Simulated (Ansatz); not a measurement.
Reaction (atomization): `C#C[SiH2]B(C)F` → B• + 3 C• + F• + 6 H• + Si•

Isolated molecules relaxed with PBE0-D4/def2-TZVP in Ansatz; ΔE leaves out vibrations. CCSD(T)/CBS is the MP2 limit (def2-TZVPP, def2-QZVPP) plus CCSD(T) − MP2 in def2-TZVPP, frozen cores. This one scheme is used for every species, atoms too. Open shells (•) are unrestricted, without spin–orbit coupling. Spin–orbit coupling would lower the free atoms: a little for B, C, F, Si. Each species was taken in one conformer, which may not be the lowest.

```csv
species,CCSD(T)/CBS(def2) energy (Eh)
`C#C[SiH2]B(C)F`,-531.43157
B•,-24.60433
C•,-37.79194
F•,-99.66871
H•,-0.50000
Si•,-288.94402
```

**Question.** Work out ΔE.

**Answer.** ΔE = 6 × (-0.50000) + 3 × (-37.79194) + (-24.60433) + (-99.66871) + (-288.94402) − (-531.43157) = 1.83869 Eh = +1153.8 kcal/mol.

Largest T1 diagnostic among the species: 0.014.

The D4 term adds +9.2 kcal/mol with B3LYP and +4.9 kcal/mol with PBE0; it sums over pairs of atoms, weighted by their polarisabilities, and B3LYP, whose exchange is more repulsive, gets the larger term. From PBE to PBE0 (25 % exact exchange), in def2-TZVPP and without D4, ΔE moves by −19.0 kcal/mol: exact exchange takes away binding that semilocal exchange gives to molecules. In def2-TZVPP, CCSD(T) changes the Hartree–Fock value by +252.2 kcal/mol (the triples alone add +17.4 kcal/mol) and MP2 by +276.8 kcal/mol; breaking electron pairs costs correlation energy, which Hartree–Fock lacks.

B3LYP here is the variant with VWN-RPA as its local correlation; programs differ in this.

For atomizations the MP2-based limit and the directly extrapolated one differ by several kJ/mol either way, and by 10 to 25 for some Ge, Se and Sn compounds, so smaller differences from it don't rank the levels.
